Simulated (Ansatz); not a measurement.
The cluster Si₂S₂⁻. Total charge -1; quartet. Geometry PBE0-D4/def2-TZVPD; atoms count from 1.

```
atom   x (Å)   y (Å)   z (Å)
 Si1  -1.083   0.529   0.700
 Si2   0.916  -0.765  -0.720
  S3   0.730  -0.463   1.451
  S4  -0.563   0.699  -1.430
```

The highest occupied level of the charge -1 quartet lies above zero (up to 0.48 eV). The electron is either unbound and held by the finite basis, or the level is raised by self-interaction error. At PBE0-D4/def2-TZVPD a doublet of charge -1 lies 1.95 eV below the quartet, each at its own geometry. The structure comes from a short search, and lower isomers may exist.

Question: Estimate the Mulliken populations from the PBE0/def2-TZVPD orbitals of Ansatz.

Answer: 
```csv
atom,charge (e),spin (α − β)
Si1,-0.15,1.12
Si2,-0.15,1.12
S3,-0.35,0.38
S4,-0.35,0.38
```
Mulliken values depend strongly on the basis. With diffuse functions, as here, like atoms can get unlike values, and bond orders can come out too low or too high.

Question: Where does the spin sit?

Answer: Summed by element: Si 2.24, S 0.76, of 3 unpaired in all. Largest on single atoms: Si1 1.12, Si2 1.12, S3 0.38.

Question: And the Mayer bond orders between heavy atoms (over 0.3)?

Answer: Si1–Si2 0.41 (2.77 Å); Si1–S3 0.97 (2.20 Å); Si1–S4 0.97 (2.20 Å); Si2–S3 0.97 (2.20 Å); Si2–S4 0.97 (2.20 Å).
